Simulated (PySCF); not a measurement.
**Energy of Sm(2+) (samarium, charge +2) between two integer charges**

The 4f alpha orbital of [Xe] 4f6 is emptied in steps (occupation f), with all orbitals relaxed, ending at [Xe] 4f5. Computed with PySCF 2.14 in def2-SVP with the def2 core potential (28 electrons), with a scalar-relativistic core potential. The exact energy is a straight line in f; departures are measured from the line between the end points of the same method.

```csv
f,PBE0 (eV),r2SCAN (eV),LC-wPBE (eV)
1,0.000,0.000,0.000
0.9,-0.470,-0.701,-0.267
0.7,-1.103,-1.646,-0.632
0.5,-1.322,-1.970,-0.762
0.3,-1.117,-1.664,-0.649
0.1,-0.482,-0.716,-0.281
0,0.000,0.000,0.000
```

**Question.** For LC-wPBE, how does the orbital energy at f = 1 compare with the removal energy?

**Answer.** −ε = 21.686 eV against a total-energy difference of 24.630 eV. By Janak's theorem ε = ∂E/∂f, so the gap between them reflects the curvature. Along the path −ε is 22.237 (f = 0.9), 23.381 (f = 0.7), 24.578 (f = 0.5), 25.824 (f = 0.3), 27.114 (f = 0.1) eV.

```tsv
method	E(f=0) − E(f=1) (eV)	−ε at f=1 (eV)	−ε at f=0.5 (eV)
PBE0	24.423	19.222	24.381
r2SCAN	24.117	16.348	24.063
LC-wPBE	24.630	21.686	24.578
```

Reference removal energy between the ground levels: 23.55 ± 0.08 eV (semi-empirical (NIST evaluation); NIST Atomic Spectra Database, ionization energies). The calculation has no spin-orbit coupling. The determinant left behind need not be the lowest term of the ion.
